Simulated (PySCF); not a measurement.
## B⁺ (boron, charge +1) across methods

[He] 2s2, closed-shell 1S. Computed with PySCF 2.14 in aug-cc-pVTZ-DK (5s4p3d2f, 46 functions), with scalar relativity by spin-free X2C-1e.

| method | E (hartree) | mean ε 1s (eV) | mean ε 2s (eV) | Σ⟨r²⟩ (bohr²) | ⟨S²⟩ |
| --- | --- | --- | --- | --- | --- |
| r2SCAN0 | -24.3246 | -203.37 | -20.904 | 7.867 | 0.000 |
| PBE | -24.2985 | -193.57 | -19.504 | 7.832 | 0.000 |
| LDA | -24.0436 | -191.61 | -19.407 | 7.909 | 0.000 |
| r2SCAN | -24.3214 | -196.76 | -19.726 | 7.875 | 0.000 |
| B97-3 | -24.3450 | -201.80 | -20.909 | 7.766 | 0.000 |
| UHF | -24.24364 | -222.78 | -23.782 | 7.952 | 0.000 |
| PBE0 | -24.3075 | -201.02 | -20.794 | 7.829 | 0.000 |
| PBEsol | -24.1683 | -192.45 | -19.373 | 7.874 | 0.000 |

Question: Estimate the same row for M06-2X.

Answer: E (hartree) = -24.3520; mean ε 1s (eV) = -207.81; mean ε 2s (eV) = -22.026; Σ⟨r²⟩ (bohr²) = 7.746; ⟨S²⟩ = 0.000.
